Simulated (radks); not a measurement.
Valence configurations of the osmium ion Os+ (all share [Xe]). All-electron calculation, Dirac Kohn-Sham, PBE, spin-unpolarised, spherical densities, finite nucleus; open shells fill j = l - 1/2 first; Fermi nuclear charge, rms radius 5.4126 fm. Program: a radial shooting solver on a logarithmic mesh with Libxc functionals. Energies are relative to 4f14 5d6 6s1; eigenvalues in eV.

valence,E (eV),e(4f5/2),e(4f7/2),e(5d3/2),e(5d5/2),e(6p1/2)
4f14 5d6 6s1,0.000,-61.023,-58.219,-14.600,-13.519,-
4f14 5d5.5 6s1 6p0.5,3.101,-63.136,-60.330,-16.163,-15.036,-8.404
4f14 5d4.5 6s1 6p1.5,10.622,-67.505,-64.698,-19.318,-18.099,-9.674
4f14 5d6 6p1,5.383,-62.274,-59.469,-15.713,-14.613,-8.382
4f13 5d6 6s1 6p1,57.014,-75.817,-72.909,-19.317,-18.010,-9.185
4f13.5 5d5.5 6s1 6p1,30.704,-70.506,-67.649,-18.529,-17.290,-9.119
4f13 5d6 6p2,63.017,-77.026,-74.117,-20.384,-19.060,-9.769
4f13.5 5d6 6p1.5,32.542,-69.527,-66.670,-18.000,-16.788,-9.077
4f14 5d7,-0.029,-58.280,-55.476,-12.722,-11.711,-
4f13 5d5.5 6p2.5,68.542,-79.540,-76.630,-22.243,-20.870,-10.516

NIST lists [Xe] 4f14 5d6 6s1 as the ground configuration; this level of theory puts 4f14 5d7 lower, by 0.029 eV. The energies are those of spherical spin-averaged densities, not of single terms.
